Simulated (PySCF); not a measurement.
H3O3Sn, doublet, geometry from GFN2-xTB (such geometries of metal compounds can be far from the true shape) (the spin is typed, not shown lowest) (all electrons, no relativity). Base run: PySCF with HF/STO-3G.

Here is a job for PySCF.
```python
from pyscf import gto, scf

mol = gto.Mole()
mol.atom = '''
    Sn    0.115089    0.223059    0.154724
    O     1.395481   -0.464952   -1.358047
    H     1.939573   -1.218327   -1.128625
    O    -0.323575   -1.450452    1.341389
    H    -1.227149   -1.512601    1.651121
    O    -1.680431    0.735994   -0.801438
    H    -1.598665    1.013261   -1.713952
'''
mol.basis = 'sto-3g'
mol.charge = 0
mol.spin = 1
mol.verbose = 4
mol.build()

mf = scf.UHF(mol)
mf.kernel()
mo_i, mo_e, stable_i, stable_e = mf.stability(internal=True, external=True, return_status=True, nroots=6, tol=1e-6)
print('internally stable:', stable_i, ' externally stable:', stable_e)
if not stable_i:
    umf = mf.copy()
    umf.scf_summary = {}
    umf.kernel(umf.make_rdm1(mo_i, mf.mo_occ))
mf.analyze()
```

The bond that is stretched is that between atoms 5 and 4. A test that says stable can miss a lower solution.

Variants of this job, named by their change:

```
change       ΔE vs base (eV)  <S^2>  E after following the instability (Eh)  <S^2> there   stability test says        outcome
-----------  ---------------  -----  --------------------------------------  -----------  --------------------  -------------
base                    0.00  0.780                                       -            -                stable      converged
bond × 1.25             0.87  0.788                                       -            -                stable      converged
bond × 1.5              2.91  0.787                             -6186.41069         1.24  internal instability      converged
bond × 1.8              5.45  0.858                             -6186.38722         1.62  internal instability      converged
bond × 2.2                 -      -                                       -            -                     -  not converged
bond × 3.0              3.23  1.830                                       -            -                stable      converged
```

On stretching, the SCF can end on different states; <S^2> shows the spin contamination of each.
